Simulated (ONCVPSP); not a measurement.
# u(r) = r·R(r): atom against pseudo-atom (carbon)

Columns: radius, all-electron u(r) and pseudo u(r) of the 2s shell (level -13.80 eV) of carbon in the configuration [He] 2s2 2p2; PW91, scalar-relativistic, ONCV scheme, ONCVPSP 4.0.1.

```json
{"r (bohr)": "0.080", "all-electron": "-0.3033", "pseudo": "0.0350"}
{"r (bohr)": "0.160", "all-electron": "-0.3451", "pseudo": "0.0746"}
{"r (bohr)": "0.240", "all-electron": "-0.2581", "pseudo": "0.1229"}
{"r (bohr)": "0.320", "all-electron": "-0.1138", "pseudo": "0.1825"}
{"r (bohr)": "0.400", "all-electron": "0.0477", "pseudo": "0.2536"}
{"r (bohr)": "0.480", "all-electron": "0.2054", "pseudo": "0.3336"}
{"r (bohr)": "0.560", "all-electron": "0.3483", "pseudo": "0.4189"}
{"r (bohr)": "0.640", "all-electron": "0.4717", "pseudo": "0.5051"}
{"r (bohr)": "0.720", "all-electron": "0.5747", "pseudo": "0.5874"}
{"r (bohr)": "0.800", "all-electron": "0.6573", "pseudo": "0.6608"}
{"r (bohr)": "0.880", "all-electron": "0.7206", "pseudo": "0.7212"}
{"r (bohr)": "0.960", "all-electron": "0.7665", "pseudo": "0.7665"}
{"r (bohr)": "1.040", "all-electron": "0.7970", "pseudo": "0.7970"}
{"r (bohr)": "1.120", "all-electron": "0.8143", "pseudo": "0.8143"}
{"r (bohr)": "1.200", "all-electron": "0.8205", "pseudo": "0.8205"}
{"r (bohr)": "1.280", "all-electron": "0.8176", "pseudo": "0.8175"}
{"r (bohr)": "1.360", "all-electron": "0.8071", "pseudo": "0.8071"}
{"r (bohr)": "1.440", "all-electron": "0.7907", "pseudo": "0.7907"}
{"r (bohr)": "1.520", "all-electron": "0.7697", "pseudo": "0.7696"}
{"r (bohr)": "1.600", "all-electron": "0.7451", "pseudo": "0.7451"}
{"r (bohr)": "1.680", "all-electron": "0.7180", "pseudo": "0.7180"}
{"r (bohr)": "1.760", "all-electron": "0.6890", "pseudo": "0.6890"}
{"r (bohr)": "1.840", "all-electron": "0.6589", "pseudo": "0.6589"}
{"r (bohr)": "1.920", "all-electron": "0.6282", "pseudo": "0.6282"}
{"r (bohr)": "2.000", "all-electron": "0.5973", "pseudo": "0.5972"}
{"r (bohr)": "2.080", "all-electron": "0.5665", "pseudo": "0.5665"}
```

(1) How many radial nodes do the two functions have?

(2) At about which radius was the pseudo-wave matched?

(3) Is the pseudo-wave norm-conserving?

Answers

(1) The all-electron 2s function has n − l − 1 = 1; the pseudo-wave has 0, since the states of the same l below it are removed with the core.

(2) 1.05 bohr. The columns agree to 0.0005 from 0.96 bohr on; several derivatives are matched, so the curves merge somewhat inside the radius.

(3) Yes: the ONCV scheme keeps the norm inside the radius equal to the all-electron one, which fixes the energy derivative of the logarithmic derivative at the level.
